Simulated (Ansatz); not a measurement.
Two isomers of C2H5FOSi: A = `F[SiH2]C1CO1`, B = `F[C@H]1O[C@H]1[SiH3]`.

Computed with Ansatz on PBE0-D4/def2-TZVP structures; ΔE is electronic, products minus reactants. CBS: MP2 limit from def2 TZ/QZ plus the TZ coupled-cluster correction, frozen cores. DFT in def2-TZVPP. B3LYP here is the variant with VWN-RPA as its local correlation; programs differ in this. Each species was taken in one conformer, which may not be the lowest.

Task: Which is lower in electronic energy at CCSD(T)/CBS, and by how much? (An estimate is asked.)

Result: Ansatz gave: A, by 45.5 kcal/mol.

Task: Give E(B) − E(A) in kcal/mol with ωB97M-V, B3LYP-D4, PBE-D4, CCSD(T)/def2-TZVPP, HF/def2-TZVPP, B3LYP, B2PLYP. (An estimate is asked.)

Result: Ansatz gave: ωB97M-V 43.0, B3LYP-D4 42.9, PBE-D4 39.8, CCSD(T)/def2-TZVPP 43.9, HF/def2-TZVPP 45.0, B3LYP 43.0, B2PLYP 44.4. None reverses the order clearly.

Largest T1 diagnostic: 0.013.

From PBE to PBE0 (25 % exact exchange), in def2-TZVPP and without D4, E(B) − E(A) moves by +1.6 kcal/mol.
